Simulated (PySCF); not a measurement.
All values below come from B3LYP-D3(BJ)/def2-TZVP (PySCF). Gas-phase values, no solvent. One relaxed conformer stands for a flexible species; it need not be the lowest. B3LYP has the VWN-RPA correlation part, as in Gaussian. Delta-SCF ions had no search for a lower state. 

Reference species (SMILES): `N=BCN` (N–B–C–N torsion 0°, B–C–N–H torsion -58°) (neutral, multiplicity 1).

```json
{
 "vertical ionisation energy (Delta-SCF)": "9.46 eV",
 "LUMO": "0.16 eV",
 "HOMO": "-6.82 eV"
}
```

Changed species: `B(=N\[H])/NC` (C–N–B–N torsion 81°).

Task: Give the shifts of the vertical ionisation energy (Delta-SCF), LUMO and HOMO.

Result: the vertical ionisation energy (Delta-SCF) decreases by 0.43 eV, to 9.03 eV; the LUMO goes up by 0.06 eV, to 0.22 eV; the HOMO goes up by 0.22 eV, to -6.60 eV.
